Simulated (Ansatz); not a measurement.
Consider the cleavage of the Si–In bond: `C#[C][In]([SiH3])[Cl]` + `[OH][Al]([OH])[SH]` → `[OH][Al]([SH])[O][SiH3]` + `C#[C][InH][Cl]`.

Calculated with Ansatz (gas phase, PBE0-D4/def2-TZVP geometries, no zero-point term in ΔE). CBS: MP2 limit from def2 TZ/QZ plus the TZ coupled-cluster correction, frozen cores. This one scheme is used for every species. DFT in def2-TZVPP. def2 core potentials past Kr. For In outer-core shells are correlated without core-valence functions, which leaves a few kJ/mol of doubt a bond. One conformer a species, not always the lowest.

CCSD(T)/CBS gives -70.9 kJ/mol.

(1) Another level gave -70.5 kJ/mol. Which?
A. PBE0-D4/def2-TZVPP
B. RPA@PBE/def2-TZVPP
C. revPBE/def2-TZVPP
D. r2SCANh/def2-TZVPP

Largest T1 diagnostic among the species: 0.014.

## Answers

(1) D. r2SCANh -70.5, PBE0-D4 -59.9, revPBE -49.2, RPA@PBE/def2-TZVPP -76.0 kJ/mol.

From r2SCAN to r2SCAN0 (25 % exact exchange), in def2-TZVPP and without D4, ΔE moves by −3.5 kJ/mol. Leaving LDA and LC-ωPBE aside and taking each functional with its dispersion term where it has one, the values, not all of them listed here, spread over 33.5 kJ/mol, from BHLYP-D4 to PBE-D4. LDA lies −4.4 kJ/mol from PBE without D4.

CCSD(T)/CBS has its own doubt, a few kJ/mol and more with outer-core shells, so smaller differences from it don't rank the levels.
